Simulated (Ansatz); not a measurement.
# Abstraction of H: CH8O2Si2 + SnH2(CN) → CH7O2Si2 + SnH3(CN)

Species: CH8O2Si2 `CO[SiH](O)[SiH3]`, singlet; SnH2(CN), doublet; CH7O2Si2 `CO[Si](O)[SiH3]`, doublet; SnH3(CN), singlet. A radical takes H: the energy is the difference in strength between the Si–H bond broken and the Sn–H bond made.

Shapes, held fixed at every level: PBE0-D4/def2-TZVP. Flexible molecules stand in one conformer, not always the lowest. Programs: Ansatz 0.2.0. Electronic energies: no zero-point or thermal term.

Q: Estimate ΔE of this reaction.

A: The highest level, CCSD(T)/def2-TZVPP, gives ΔE = +64.7 kJ/mol; the levels span +59.5 to +66.4. The column of differences is taken from that level and isn't an error. No measured value is set beside it here. Open shells run unrestricted unless RO is named. For atoms past krypton def2 sets carry core potentials with scalar relativity. Correlated rows may include outer-core shells of Sn, which these sets cover unevenly.

```json
{"level": "r2SCAN-D4/def2-TZVPP", "kind": "meta-GGA", "ΔE (kJ/mol)": "+60.5", "less CCSD(T)/def2-TZVPP": "-4.2"}
{"level": "B3LYP-D4/def2-TZVPP", "kind": "global hybrid", "ΔE (kJ/mol)": "+62.9", "less CCSD(T)/def2-TZVPP": "-1.8"}
{"level": "PBE0-D4/def2-TZVPP", "kind": "global hybrid", "ΔE (kJ/mol)": "+59.5", "less CCSD(T)/def2-TZVPP": "-5.2"}
{"level": "wB97X-V/def2-TZVPP", "kind": "range-separated hybrid", "ΔE (kJ/mol)": "+61.9", "less CCSD(T)/def2-TZVPP": "-2.8"}
{"level": "B2PLYP/def2-TZVPP", "kind": "double hybrid", "ΔE (kJ/mol)": "+65.0", "less CCSD(T)/def2-TZVPP": "+0.3"}
{"level": "MP2/def2-TZVPP", "kind": "perturbation theory", "ΔE (kJ/mol)": "+63.7", "less CCSD(T)/def2-TZVPP": "-1.0"}
{"level": "CCSD/def2-TZVPP", "kind": "coupled cluster or CI", "ΔE (kJ/mol)": "+66.4", "less CCSD(T)/def2-TZVPP": "+1.7"}
{"level": "CCSD(T)/def2-TZVPP", "kind": "coupled cluster or CI", "ΔE (kJ/mol)": "+64.7", "less CCSD(T)/def2-TZVPP": "0.0"}
```
